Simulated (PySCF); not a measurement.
HClOPb (SMILES [OH][Pb][Cl]), singlet, at a GFN2-xTB geometry (such geometries of metal compounds can be far from the true shape) (core potentials on Pb); PySCF with HF/def2-SVP, polarisability.

The PySCF input:
```python
from pyscf import gto, scf
from pyscf.prop import polarizability

mol = gto.M(
    atom='''
Pb   -0.011427   -0.166387    0.369869
Cl    0.484150    1.664069   -1.223378
O    -0.774196   -1.529718   -1.078538
H    -1.099926   -2.407710   -0.903527
''',
    basis='def2-svp',
    ecp={'Pb': 'def2-svp'},
    charge=0,
    spin=0,
    verbose=4,
)

mf = scf.RHF(mol)
mf.kernel()
alpha = mf.Polarizability().polarizability()[2, 2]
print('alpha_zz =', alpha)
```

It wrote (shortened):

```
site-packages/pyscf/prop/efg/rhf.py:45: UserWarning: Module EFG is under testing
  warnings.warn('Module EFG is under testing')
site-packages/pyscf/prop/efg/dhf.py:30: UserWarning: Module EFG is under testing
  warnings.warn('Module EFG is under testing')
site-packages/pyscf/prop/zfs/uhf.py:40: UserWarning: Module ZFS is under testing
  warnings.warn('Module ZFS is under testing')
site-packages/pyscf/prop/gtensor/uhf.py:43: UserWarning: Module g-tensor is under testing
  warnings.warn('Module g-tensor is under testing')
site-packages/pyscf/prop/gtensor/uks.py:41: UserWarning: Module g-tensor is under testing
  warnings.warn('Module g-tensor is under testing')
site-packages/pyscf/prop/hfc/uks.py:35: UserWarning: Module HFC is under testing
  warnings.warn('Module HFC is under testing')
site-packages/pyscf/prop/magnetizability/rhf.py:39: UserWarning: Module magnetizability is under testing
  warnings.warn('Module magnetizability is under testing')
site-packages/pyscf/prop/magnetizability/uhf.py:37: UserWarning: Module magnetizability is under testing
  warnings.warn('Module magnetizability is under testing')
site-packages/pyscf/prop/magnetizability/rks.py:37: UserWarning: Module magnetizability is under testing
  warnings.warn('Module magnetizability is under testing')
site-packages/pyscf/prop/magnetizability/uks.py:39: UserWarning: Module magnetizability is under testing
  warnings.warn('Module magnetizability is under testing')
site-packages/pyscf/prop/polarizability/uhf.py:34: UserWarning: Module polarizability is under testing
  warnings.warn('Module polarizability is under testing')
site-packages/pyscf/prop/polarizability/rks.py:29: UserWarning: Module polarizability is under testing
  warnings.warn('Module polarizability is under testing')
site-packages/pyscf/prop/polarizability/uks.py:29: UserWarning: Module polarizability is under testing
  warnings.warn('Module polarizability is under testing')
PySCF version 2.14.0

[INPUT] verbose = 4
[INPUT] num. atoms = 4
[INPUT] num. electrons = 48
[INPUT] charge = 0
[INPUT] spin (= nelec alpha-beta = 2S) = 0
[INPUT] symmetry False subgroup None
[INPUT] Mole.unit = angstrom
[INPUT] Symbol           X                Y                Z      unit          X                Y                Z       unit  Magmom
[INPUT]  1 Pb    -0.011427000000  -0.166387000000   0.369869000000 AA   -0.021593900425  -0.314425860688   0.698951111967 Bohr   0.0
[INPUT]  2 Cl     0.484150000000   1.664069000000  -1.223378000000 AA    0.914910903208   3.144634662379  -2.311849366818 Bohr   0.0
[INPUT]  3 O     -0.774196000000  -1.529718000000  -1.078538000000 AA   -1.463018406734  -2.890748067817  -2.038141434936 Bohr   0.0
[INPUT]  4 H     -1.099926000000  -2.407710000000  -0.903527000000 AA   -2.078558897288  -4.549912487377  -1.707418576150 Bohr   0.0

nuclear repulsion = 155.228675584257
number of shells = 27
number of NR pGTOs = 128
number of NR cGTOs = 63
basis = def2-svp
ecp = {'Pb': 'def2-svp'}

******** <class 'pyscf.scf.hf.RHF'> ********
method = RHF
initial guess = minao
damping factor = 0
level_shift factor = 0
DIIS = <class 'pyscf.scf.diis.CDIIS'>
diis_start_cycle = 1
diis_space = 8
diis_damp = 0
SCF conv_tol = 1e-09
SCF conv_tol_grad = None
SCF max_cycles = 50
direct_scf = True
direct_scf_tol = 1e-13
Set gradient conv threshold to 3.16228e-05
Initial guess from minao.
init E= -701.9585996377
  HOMO = -0.752138893449297  LUMO = -0.561903827494696  gap/eV = 5.17656
cycle= 1 E= -726.266365796948  delta_E= -24.3  |g|= 1.25  |ddm|= 12.8
  HOMO = -0.247888214612962  LUMO = 0.0866662659728001  gap/eV = 9.10369
cycle= 2 E= -726.582512191135  delta_E= -0.316  |g|= 0.488  |ddm|= 3.03
  HOMO = -0.367229231669064  LUMO = 0.00679165747293098  gap/eV = 10.17763
cycle= 3 E= -726.62513235016  delta_E= -0.0426  |g|= 0.105  |ddm|= 0.573
  HOMO = -0.371880525680516  LUMO = 0.00261592346078032  gap/eV = 10.19057
cycle= 4 E= -726.627195024332  delta_E= -0.00206  |g|= 0.041  |ddm|= 0.11
  HOMO = -0.374672922713306  LUMO = 0.00402051575946416  gap/eV = 10.30477
cycle= 5 E= -726.627590855185  delta_E= -0.000396  |g|= 0.00715  |ddm|= 0.0408
  HOMO = -0.374691881418991  LUMO = 0.00344387080740205  gap/eV = 10.28960
cycle= 6 E= -726.627623463878  delta_E= -3.26e-05  |g|= 0.00216  |ddm|= 0.018
  HOMO = -0.374973813489323  LUMO = 0.00342814130986113  gap/eV = 10.29684
cycle= 7 E= -726.627628088872  delta_E= -4.62e-06  |g|= 0.00065  |ddm|= 0.00696
  HOMO = -0.374875932714011  LUMO = 0.00345564727765435  gap/eV = 10.29493
cycle= 8 E= -726.627628629326  delta_E= -5.4e-07  |g|= 0.000157  |ddm|= 0.00248
  HOMO = -0.374872025878991  LUMO = 0.00345449728612834  gap/eV = 10.29479
cycle= 9 E= -726.627628653003  delta_E= -2.37e-08  |g|= 4e-05  |ddm|= 0.000472
  HOMO = -0.374865779360682  LUMO = 0.00345537432423981  gap/eV = 10.29464
cycle= 10 E= -726.627628654695  delta_E= -1.69e-09  |g|= 1.39e-05  |ddm|= 0.000106
  HOMO = -0.374862583151858  LUMO = 0.00345588504363548  gap/eV = 10.29457
cycle= 11 E= -726.627628654917  delta_E= -2.23e-10  |g|= 3.93e-06  |ddm|= 4.14e-05
  HOMO = -0.374862328138303  LUMO = 0.00345587378005519  gap/eV = 10.29456
Extra cycle  E= -726.627628654924  delta_E= -6.37e-12  |g|= 2.1e-06  |ddm|= 7.73e-06
converged SCF energy = -726.627628654924
Isotropic polarizability 45.2039957025
Polarizability anisotropy 18.0868423622
alpha_zz = 46.43936399410678
```
